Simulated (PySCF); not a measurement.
**Energy of Mn (manganese, neutral) between two integer charges**

The 4s beta orbital of [Ar] 3d5 4s2 is emptied in steps (occupation f), with all orbitals relaxed, ending at [Ar] 3d5 4s1. Calculation: PySCF 2.14, in aug-cc-pVTZ (8s7p5d3f2g, 93 functions); no relativity, point nucleus. The exact energy is a straight line in f; departures are measured from the line between the end points of the same method.

Task: Among UHF, LDA, PBE, which shows the largest delocalisation error (convex curve), and which is closest to linear?

Result: Most convex: LDA (-0.733 eV at f = 0.5); closest to linear: UHF (0.038 eV).

```tsv
f	UHF (eV)	LDA (eV)	PBE (eV)
1	0.000	0.000	0.000
0.75	0.031	-0.548	-0.518
0.5	0.038	-0.733	-0.691
0.25	0.027	-0.550	-0.515
0	0.000	0.000	0.000
```

| method | E(f=0) − E(f=1) (eV) | −ε at f=1 (eV) | −ε at f=0.5 (eV) |
| --- | --- | --- | --- |
| UHF | 5.973 | 6.151 | 5.963 |
| LDA | 7.495 | 4.590 | 7.490 |
| PBE | 7.170 | 4.419 | 7.172 |

Reference removal energy between the ground levels: 7.434 eV (measured; NIST Atomic Spectra Database, ionization energies). UHF lacks correlation.
